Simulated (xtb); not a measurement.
AlBr₃, singlet, geometry from GFN2-xTB (such geometries of metal compounds can be far from the true shape); GFN2-xTB with ALPB(acetonitrile) (xtb).

Input for xtb:
```
$ xtb mol.xyz --gfn 2 --alpb acetonitrile --json

# file mol.xyz
4

Al    -0.00000000    -0.00000000     0.00000000
Br    -1.79907489    -1.33890033    -0.10448629
Br    -0.01545118     1.98485471    -1.04897808
Br     1.81452607    -0.64595437     1.15346437
```

What the program printed (banner, timings and long lists left out):

```
   ID    Z sym.   atoms
    1   13 Al     1
    2   35 Br     2-4

           -------------------------------------------------
          |                Calculation Setup                |
           -------------------------------------------------

           -------------------------------------------------
          |                 G F N 2 - x T B                 |
           -------------------------------------------------

      * Solvation model:               ALPB
        Solvent                        acetonitrile
        Parameter file                 internal GFN2-xTB/ALPB
        Dielectric constant                3.7500E+01
        Reference state                gsolv [1 M gas/solution]
        Free energy shift                  5.1987E-03 Eh       3.2622E+00 kcal/mol
        Temperature                        2.9815E+02 K
        Density                            7.8600E-01 kg/L
        Solvent mass                       4.1050E+01 g/mol
        Interaction kernel             P16
        Born radius scaling (c1)           1.7214E+00
        Born radii integrator          GBOBC
        Born offset                        0.0000E+00 a0       0.0000E+00 AA
        H-bond correction              true
        Ion screening                  false
        Surface tension                    1.0000E-05 Eh       1.5569E+01 dyn/cm
        Grid points                               230 per atom

          ...................................................
          :                      SETUP                      :
          :.................................................:
          :  # basis functions                  40          :
          :  # atomic orbitals                  36          :
          :  # shells                           12          :
          :  # electrons                        24          :
          :  max. iterations                   250          :
          :  Hamiltonian                  GFN2-xTB          :
          :  restarted?                      false          :
          :  GBSA solvation                   true          :
          :  PC potential                    false          :
          :  electronic temp.          300.0000000     K    :
          :  accuracy                    1.0000000          :
          :  -> integral cutoff          0.2500000E+02      :
          :  -> integral neglect         0.1000000E-07      :
          :  -> SCF convergence          0.1000000E-05 Eh   :
[...]
         :: total energy             -13.524037459092 Eh    ::
[...]
        22                          0.0020326               0.0553
        23                          0.0020326               0.0553
       ...                                ...                  ...
        36                          2.0119791              54.7487
      -------------------------------------------------------------
                  HL-Gap            0.1565487 Eh            4.2599 eV
             Fermi-level           -0.3745920 Eh          -10.1932 eV

     #   Z          covCN         q      C6AA      α(0)
     1  13 Al       2.379     0.441    99.542    20.919
     2  35 Br       0.796    -0.147   188.709    22.148
     3  35 Br       0.796    -0.147   188.709    22.148
     4  35 Br       0.796    -0.147   188.709    22.148

 Mol. C6AA /au·bohr⁶  :       2588.260703
 Mol. C8AA /au·bohr⁸  :     178451.375650
 Mol. α(0) /au        :         87.361911

Wiberg/Mayer (AO) data.
largest (>0.10) Wiberg bond orders for each atom

 ---------------------------------------------------------------------------
     #   Z sym  total        # sym  WBO       # sym  WBO       # sym  WBO
 ---------------------------------------------------------------------------
     1  13 Al   3.860 --     2 Br   1.287     4 Br   1.287     3 Br   1.287
     2  35 Br   1.431 --     1 Al   1.287
     3  35 Br   1.431 --     1 Al   1.287
     4  35 Br   1.431 --     1 Al   1.287
 ---------------------------------------------------------------------------

Topologies differ in total number of bonds
Writing topology from bond orders to xtbtopo.mol

molecular dipole:
                 x           y           z       tot (Debye)
 q only:       -0.000      -0.000       0.000
   full:       -0.000      -0.000       0.000       0.000
molecular quadrupole (traceless):
                xx          xy          yy          xz          yz          zz
 q only:       -1.172      -0.949      -0.873      -1.808       2.115       2.046
  q+dip:       -3.173      -2.569      -2.363      -4.894       5.725       5.536
   full:       -4.064      -3.291      -3.027      -6.269       7.334       7.092

           -------------------------------------------------
          | TOTAL ENERGY              -13.524037459092 Eh   |
          | GRADIENT NORM               0.001720230470 Eh/α |
          | HOMO-LUMO GAP               4.259905834478 eV   |
           -------------------------------------------------

normal termination of xtb
```
